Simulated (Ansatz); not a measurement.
`Cl[SiH2]S[SiH2]Cl` + `N=C=O` → `O=C=N[SiH2]Cl` + `S[SiH2]Cl`  (ligand exchange at the Si–S bond)

Gas-phase electronic energies from Ansatz, PBE0-D4/def2-TZVP geometries. CBS: MP2 limit from def2 TZ/QZ plus the TZ coupled-cluster correction, frozen cores. This one scheme is used for every species. DFT in def2-TZVPP. B3LYP here is the variant with VWN-RPA as its local correlation; programs differ in this. One conformer a species, not always the lowest.

`Cl[SiH2]S[SiH2]Cl`:

Z-matrix (Å, degrees):
```
Si
S 1 2.129
Cl 1 2.051 2 112.0
H 1 1.476 2 111.5 3 120.1
H 1 1.478 2 105.3 3 -118.3
Si 2 2.129 1 100.8 3 -53.1
Cl 6 2.051 2 112.0 1 -53.2
H 6 1.476 2 111.5 1 66.9
H 6 1.478 2 105.3 1 -171.5
```

`N=C=O`:

Cartesian coordinates in Å:
```
N -0.094 -0.583 -0.487
C 0.185 0.449 0.075
O 0.517 1.480 0.494
H -0.608 -1.345 -0.081
```

`O=C=N[SiH2]Cl`:

```xyz
7

O     0.779    2.056    2.022
C     0.652    1.205    1.242
N     0.569    0.318    0.443
Si   -0.190   -0.712   -0.675
Cl   -2.169   -0.227   -0.859
H     0.455   -0.540   -1.990
H    -0.096   -2.099   -0.182
```

`S[SiH2]Cl`:

Cartesian coordinates in Å:
```
S -1.074 -0.637 -1.161
Si 0.446 0.238 0.030
Cl 1.087 -0.996 1.543
H -2.009 -0.566 -0.198
H -0.028 1.481 0.674
H 1.579 0.480 -0.888
```

```tsv
level	ΔE (kcal/mol)	difference from CCSD(T)/CBS
PBE-D4	-3.6	2.8
r2SCAN-D4	-5.8	0.6
PBE	-5.4	1.0
r2SCAN	-6.3	0.1
B3LYP	-9.6	-3.2
HF/def2-TZVPP	-13.5	-7.1
HF/def2-QZVPP	-13.7	-7.3
SCS-MP2/def2-QZVPP	-7.8	-1.4
HF/CBS(def2)	-13.8	-7.4
CCSD/CBS(def2)	-7.6	-1.2
CCSD(T)/CBS	-6.4	0
```

Largest T1 diagnostic among the species: 0.018.

The D4 term adds +3.0 kcal/mol with B3LYP and +1.6 kcal/mol with PBE0; it sums over pairs of atoms, weighted by their polarisabilities, and B3LYP, whose exchange is more repulsive, gets the larger term. From PBE to PBE0 (25 % exact exchange), in def2-TZVPP and without D4, ΔE moves by −1.1 kcal/mol. In def2-TZVPP, CCSD(T) changes the Hartree–Fock value by +6.1 kcal/mol (the triples alone add +1.2 kcal/mol) and MP2 by +6.7 kcal/mol.
